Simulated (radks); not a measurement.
Question: These are the eigenvalues of the occupied orbitals of an atom or ion with whole-number occupations (eV). All-electron calculation, scalar-relativistic Kohn-Sham, PBE, spin-unpolarised, spherical densities, point nucleus. Program: a radial shooting solver on a logarithmic mesh with Libxc functionals.

1s: -40271.25
2s: -6447.989
2p: -5774.587
3s: -1388.475
3p: -1174.341
3d: -870.2708
4s: -280.9527
4p: -211.0601
4d: -110.4847
5s: -40.5901
5p: -23.2252
4f: -5.3815
6s: -3.7448
5d: -3.0591

Which element is it, and in what charge state? The configuration may be excited.

Answer: Z = 58, cerium, charge 0: Ce in [Xe] 4f1 5d1 6s2. The list shows which subshells hold electrons but not how many an open one holds; the 1s level, -1479.9 hartree, gives Z - s = 54.4 by -(Z - s)^2/2, which with screening and relativity narrows Z to a few neighbours, and the depths of the outer levels then fix element, charge and occupations together.
